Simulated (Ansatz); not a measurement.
Species: CuF, net charge 0, triplet state. The spin state was set by rule; other spins were not relaxed. 
Geometry from a B3LYP-D3(BJ)/def2-TZVP (Ansatz, a first-principles code) optimisation:
```
Cu
F 1 1.7650
```
Charge 0, spin multiplicity 3.

Quantity: atomisation energy (electronic, to ground-state atoms), in kcal/mol. Correlated levels leave the core frozen unless marked. Open shells are spin-unrestricted. No spin-orbit coupling. Frozen are the shells of the preceding noble gas and the d and f shells that filled before the atom's block. No relativistic terms. FCI takes restricted orbitals. The coupled-cluster limit lacks core correlation, which all-electron functionals hold. CBS(X,Y): correlation extrapolated as X^-3; Hartree-Fock from the larger set.

| level | program | atomisation energy (kcal/mol) |
|---|---|---|
| HF/STO-3G | Ansatz | 63.4 |
| HF/def2-QZVPP | Ansatz | 62.7 |
| HF/def2-QZVPPD | Ansatz | 62.8 |
| revPBE-D3(BJ)/def2-TZVPD | Ansatz + dftd3 | 49.5 |

Problem. Estimate the value at CCSD(T)/CBS(def2-TZVPPD,def2-QZVPPD) as computed with Ansatz.

Solution. 52.4 kcal/mol, so revPBE-D3(BJ)/def2-TZVPD differs from it by -2.9 kcal/mol.
